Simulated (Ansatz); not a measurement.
`FB([SiH3])C[SiH3]` + SiH₄ → `[SiH3][SiH3]` + `FBC[SiH3]` at 700 K and 1 bar (formal exchange of groups at the Si–B bond).

Computed with Ansatz on PBE0-D4/def2-TZVP structures; ΔE is electronic, products minus reactants. CCSD(T)/CBS is the MP2 limit (def2-TZVPP, def2-QZVPP) plus CCSD(T) − MP2 in def2-TZVPP, frozen cores. This one scheme is used for every species. One conformer a species, not always the lowest.

```
            species  CCSD(T)/CBS energy (Eh)  H − E (kJ/mol)  S (J/(mol·K))
`FB([SiH3])C[SiH3]`               -745.65649           316.6          540.6
               SiH₄               -291.46306           115.5          252.9
     `[SiH3][SiH3]`               -581.74359           186.9          363.0
        `FBC[SiH3]`               -455.38583           247.8          431.3
```

H − E and S are ideal-gas, rigid-rotor, harmonic terms from PBE0-D4/def2-TZVP, for one conformer and one mirror image of each species. 1 Eh = 2625.50 kJ/mol, R = 8.31446 J/(mol·K).

Problem. By hand: ΔE, ΔH, ΔS and ΔG.

Solution. ΔE = (-581.74359) + (-455.38583) − (-745.65649) − (-291.46306) = -0.00987 Eh = -25.9 kJ/mol. Δ(H − E) = 186.9 + 247.8 − 316.6 − 115.5 = 2.6, so ΔH = -23.3 kJ/mol. ΔS = 363.0 + 431.3 − 540.6 − 252.9 = 0.8 J/(mol·K). ΔG = -23.3 − 700 × (0.8)/1000 = -23.9 kJ/mol.

Problem. By hand: the equilibrium constant, and the temperature at which ΔG would vanish if ΔH and ΔS stayed fixed.

Solution. log₁₀ K = −ΔG/(RT ln 10) = 1.8. ΔH and −TΔS have one sign here, so there is no such temperature. One of them is within its doubt of zero, so this could turn.

The number of gas molecules stays the same, so ΔS is small and ΔH decides. A doubt of 5 kJ/mol in ΔE shifts log₁₀ K by 0.4 here. Other conformers and mirror images would add mixing entropy, several J/(mol·K) or more a flexible species. Modes under 60 cm⁻¹, often nearly free rotors, make the harmonic entropy too high. These are equilibria of isolated gas molecules and say nothing of rates. Largest T1 diagnostic: 0.013 (customary marks: 0.02 for closed shells, 0.045 for open ones).
